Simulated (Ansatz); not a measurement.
Reaction (ligand exchange at the Si–C bond): `N[Si](O)(F)CF` + H–F → `N[Si](O)(F)F` + `CF`

Program: Ansatz. Geometries: PBE0-D4/def2-TZVP. ΔE: electronic, gas phase. CBS: MP2 limit from def2 TZ/QZ plus the TZ coupled-cluster correction, frozen cores. This one scheme is used for every species. Functionals use def2-TZVPP. HSE06 is defined as in plane-wave codes. Each species was taken in one conformer, which may not be the lowest.

`N[Si](O)(F)CF`:

```xyz
11

N     1.202    1.261    0.390
Si    0.292   -0.162    0.413
O     1.135   -1.395   -0.237
F    -0.073   -0.426    1.944
C    -1.330   -0.040   -0.532
F    -1.792   -1.329   -0.828
H     1.868    1.460   -0.337
H     1.392    1.769    1.236
H     0.611   -2.110   -0.605
H    -1.196    0.493   -1.479
H    -2.110    0.478    0.035
```

H–F:

Z-matrix (Å, degrees):
```
F
H 1 0.920
```

`N[Si](O)(F)F`:

Cartesian coordinates in Å:
```
N -0.985 -0.470 -0.494
Si 0.373 0.413 -0.027
O 1.264 -0.365 1.078
F 1.399 0.745 -1.183
F -0.166 1.810 0.489
H -0.903 -1.417 -0.824
H -1.788 -0.004 -0.882
H 0.805 -0.713 1.844
```

`CF`:

Cartesian coordinates in Å:
```
C 0.058 0.000 -0.019
F -1.253 -0.007 0.400
H 0.107 0.406 -1.032
H 0.442 -1.022 -0.009
H 0.646 0.623 0.659
```

Q: Is it downhill or uphill in electronic energy at CCSD(T)/CBS, and by how much? (An estimate is asked.)

A: Computed: Downhill: ΔE = -171.3 kJ/mol.

Q: What do these levels give: BLYP-D4, B2PLYP, r2SCAN0, HSE06, CAM-B3LYP, MP2/def2-TZVPP? (Estimate.)

A: The calculation gave: BLYP-D4 -164.7, B2PLYP -178.7, r2SCAN0 -178.8, HSE06 -168.3, CAM-B3LYP -180.4, MP2/def2-TZVPP -174.3 kJ/mol.

Largest T1 diagnostic among the species: 0.011.

From BLYP to BHLYP (50 % exact exchange), in def2-TZVPP and without D4, ΔE moves by −13.1 kJ/mol. In def2-TZVPP, CCSD(T) changes the Hartree–Fock value by +28.2 kJ/mol (the triples alone add +3.9 kJ/mol) and MP2 by +27.4 kJ/mol. Leaving LDA and LC-ωPBE aside and taking each functional with its dispersion term where it has one, the values, not all of them listed here, spread over 28.3 kJ/mol, from B97M-V to revPBE-D4. LDA lies +3.4 kJ/mol from PBE without D4.
